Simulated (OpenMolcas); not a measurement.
Pd3+ in a point-charge field

Pd3+ among 4 point charges of -2 e arranged as a tetrahedron (Td), 2.39 Å from the ion.
```
   1.3799    1.3799    1.3799  -2.00
   1.3799   -1.3799   -1.3799  -2.00
  -1.3799    1.3799   -1.3799  -2.00
  -1.3799   -1.3799    1.3799  -2.00
```

```yaml
Program: OpenMolcas
Method: "SS-CASPT2, IPEA 0.25 Eh, imaginary shift 0.1 Eh (closed shells correlated: 4s 4p)"
Basis: ANO-RCC-VDZP [6s5p3d1f]
Scalar_Hamiltonian: DKH2, point nucleus
Active_space: 7 electrons in 5 orbitals (4d)
State_averaging: 2S+1 = 4 even, 10 roots; 2S+1 = 2 even, 40 roots
Spin-orbit_coupling: RASSI with atomic mean-field integrals over the reference wave functions
```

The lowest spin-free states (labels of Td), above the lowest:

| State | Degeneracy | E (cm-1) | Free-ion L (%) |
| --- | --- | --- | --- |
| 4A2 | 1 | 0 | F (100) |
| 4T2 | 3 | 1260 | F (100) |
| 4T1 | 3 | 2370 | F (100) |
| 4T1 | 3 | 14370 | P (100) |
| 2E | 2 | 15440 | G (94) |
| 2A1 | 1 | 15460 | G (100) |
| 2T1 | 3 | 15540 | G (96) |
| 2T2 | 3 | 16000 | G (99) |
| 2T1 | 3 | 19380 | H (62) |
| 2T1 | 3 | 20420 | H (58) |
| 2T2 | 3 | 20450 | H (93) |
| 2E | 2 | 21080 | H (87) |
| 2T1 | 3 | 21190 | H (77) |
| 2T2 | 3 | 21680 | D (93) |
| 2E | 2 | 22530 | D (87) |
| 2A2 | 1 | 32870 | F (100) |
| 2T2 | 3 | 33200 | F (100) |
| 2T1 | 3 | 33450 | F (100) |
| 2E | 2 | 51690 | D (100) |
| 2T2 | 3 | 51890 | D (100) |

The lowest levels with spin-orbit coupling:

```
E (cm-1)  Degeneracy  Label      2S+1               g
       0           4     Γ8         4                
     910           4     Γ8         4                
    1260           2     Γ6         4  4.30 4.30 4.30
    3670           2     Γ6         4  2.32 2.32 2.32
    3680           4     Γ8         4                
    3700           2     Γ7         4  3.99 3.99 3.99
    5360           4     Γ8         4                
    6020           2     Γ7         4  2.00 2.00 2.00
    6910           4     Γ8         4                
   15190           4     Γ8  4 (71 %)                
   15420           4     Γ8         4                
   15460           2     Γ7         4  2.64 2.64 2.64
   15890           2     Γ6         2  3.90 3.90 3.90
   16150           4     Γ8         2                
   16850           4     Γ8         2                
   17370           2     Γ6  4 (88 %)  2.46 2.46 2.46
   19100           4     Γ8         2                
   19110           2     Γ6         2  1.98 1.98 1.98
   19500           2     Γ7         2  2.59 2.59 2.59
   21060           4     Γ8  2 (89 %)
```

Powder χT (cm3 K/mol): 4.13 at 2 K, 4.14 at 10 K, 4.22 at 50 K, 4.31 at 100 K, 4.5 at 200 K, 4.68 at 300 K. The effective moment at 300 K is 2.828 √(χT) = 6.12 μB.

The lowest level has 2S+1 = 4, for which the spin-only value is χT = S(S+1) / 2 = 1.875 cm3 K/mol (g = 2). The computed 4.678 at 300 K differs by +2.803, through orbital momentum, spin-orbit coupling and any other state in reach.

Roots that are degenerate in the reference are averaged as groups; the widest CASPT2 spread within a group is 100 cm-1 (the 3-fold group of multiplicity 2 near 20400 cm-1 above the lowest state of its run). Shifts and gaps below about the spread of the groups concerned are not significant. Spin-orbit coupling mixes the spin-free states strongly: the lowest level takes only 54 % from its leading state, 4A2. The ground term spreads over less than 5000 cm-1, several times less than with real ligands, so orbital moments are less quenched and χT lies further from the spin-only value than at real sites. Free-ion shares, where given, are those of the reference states; single-state CASPT2 does not remix them. Point charges carry no covalency, so the field is a model and not that of real ligands. No measured value stands beside these numbers.
